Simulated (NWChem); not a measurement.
Species: CH3NOSi; SMILES O=C=N[SiH3]

Program: NWChem. Geometry: optimised at PBE-D3(BJ)/def2-SVP. Static field.

For level PBE/def2-SVPD:

| Item | Value |
|---|---|
| isotropic polarisability (bohr³) | 52.4 |
| anisotropy (bohr³) | 35.4 |

Question: What are these values for level Hartree-Fock/def2-SVPD?

Answer: The isotropic polarisability (bohr³) comes out as 46.4. The anisotropy (bohr³) is 28.1.
